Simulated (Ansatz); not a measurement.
`F[Si](F)(Cl)[SiH](Cl)Cl` + HI → `Cl[SiH](Cl)I` + `F[SiH](F)Cl`  (cleavage of the Si–Si bond)

Calculated with Ansatz (gas phase, PBE0-D4/def2-TZVP geometries, no zero-point term in ΔE). CCSD(T)/CBS is the MP2 limit (def2-TZVPP, def2-QZVPP) plus CCSD(T) − MP2 in def2-TZVPP, frozen cores. This one scheme is used for every species. Functionals use def2-TZVPP. Elements past krypton have def2 core potentials. For I outer-core shells are correlated without core-valence functions, which leaves a few kJ/mol of doubt a bond. One conformer a species, not always the lowest.

| level | ΔE (kcal/mol) |
| --- | --- |
| BLYP-D4 | -19.2 |
| ωB97M-V | -23.2 |
| PBE-QIDH | -24.1 |
| r2SCAN | -22.6 |
| PBE0 | -22.0 |
| r2SCAN0 | -23.6 |
| CCSD(T)/def2-SVP | -21.3 |
| MP2/def2-QZVPP | -27.1 |

(1) What does CCSD(T)/CBS give? (An estimate is asked.)

Largest T1 diagnostic among the species: 0.011.

Results:

(1) Ansatz gave: -24.1 kcal/mol. The listed levels differ from it by 4.9, 0.9, 0.0, 1.5, 2.1, 0.5, 2.8, -3.0 kcal/mol.

The D4 term adds +1.5 kcal/mol with B3LYP and +1.0 kcal/mol with PBE0; it sums over pairs of atoms, weighted by their polarisabilities, and B3LYP, whose exchange is more repulsive, gets the larger term. Leaving LDA and LC-ωPBE aside and taking each functional with its dispersion term where it has one, the values, not all of them listed here, spread over 5.3 kcal/mol, from PBE-QIDH to revPBE-D4.

B3LYP here is the variant with VWN-RPA as its local correlation; programs differ in this.
